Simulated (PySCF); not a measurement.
A mixed set of molecules. The calculation used TDDFT wB97X-D/def2-SVPD, vertical, gas phase, core orbitals frozen in the response in PySCF 2.14.0, density-fitted response routines. Geometries: GFN2-xTB; one conformer of each isolated species. Triplets are in the Tamm–Dancoff approximation.

Problem. Rank by computed HOMO energy, lowest first.
A. `CO[Si](C)(C)OC`
B. `CCn1cpc(Cl)c1`
C. `O=S(=O)(F)Cl`
D. `CCCO[SiH2]OC`

Solution. C (-12.22 eV), D (-9.93 eV), A (-9.50 eV), B (-8.37 eV).

```json
{"SMILES": "O=S(=O)(F)Cl", "HOMO (eV)": "-12.22", "gap (eV)": "11.15", "LUMO (eV)": "-1.07", "α (au)": "42.5", "first f ≥ 0.01 (nm)": "155", "f (S1)": "0.002", "S1 mainly": "H→L (97%)"}
{"SMILES": "CCCO[SiH2]OC", "HOMO (eV)": "-9.93", "gap (eV)": "12.12", "LUMO (eV)": "2.20", "α (au)": "81.6", "first f ≥ 0.01 (nm)": "158", "f (S1)": "0.003", "S1 mainly": "H→L (67%)"}
{"SMILES": "CO[Si](C)(C)OC", "HOMO (eV)": "-9.50", "gap (eV)": "11.56", "LUMO (eV)": "2.07", "α (au)": "80.2", "first f ≥ 0.01 (nm)": "164", "f (S1)": "0.018", "S1 mainly": "H→L (85%)"}
{"SMILES": "CCn1cpc(Cl)c1", "HOMO (eV)": "-8.37", "gap (eV)": "9.60", "LUMO (eV)": "1.23", "α (au)": "102.8", "first f ≥ 0.01 (nm)": "225", "f (S1)": "0.016", "S1 mainly": "H-1→L (82%)"}
```

H and L stand for HOMO and LUMO.

- `O=S(=O)(F)Cl`: Löwdin shares by element: HOMO chlorine 50%, oxygen 48%; LUMO chlorine 46%, sulfur 26%, fluorine 10%, oxygen 9% or more.
- `CCCO[SiH2]OC`: Löwdin shares by element: HOMO oxygen 38% or more, hydrogen 20% or more, silicon 16% (atoms not listed hold the other 26%); LUMO silicon 25%, carbon 25% or more, oxygen 9% or more, hydrogen 9% or more (atoms not listed hold the other 32%).
- `CO[Si](C)(C)OC`: Löwdin shares by element: HOMO oxygen 35%, carbon 32% or more (atoms not listed hold the other 34%); LUMO carbon 30% or more, silicon 17% (atoms not listed hold the other 52%).
- `CCn1cpc(Cl)c1`: Löwdin shares by element: HOMO phosphorus 38%, carbon 32% or more, nitrogen 14% (atoms not listed hold the other 17%); LUMO carbon 36% or more, phosphorus 35%, nitrogen 14%.
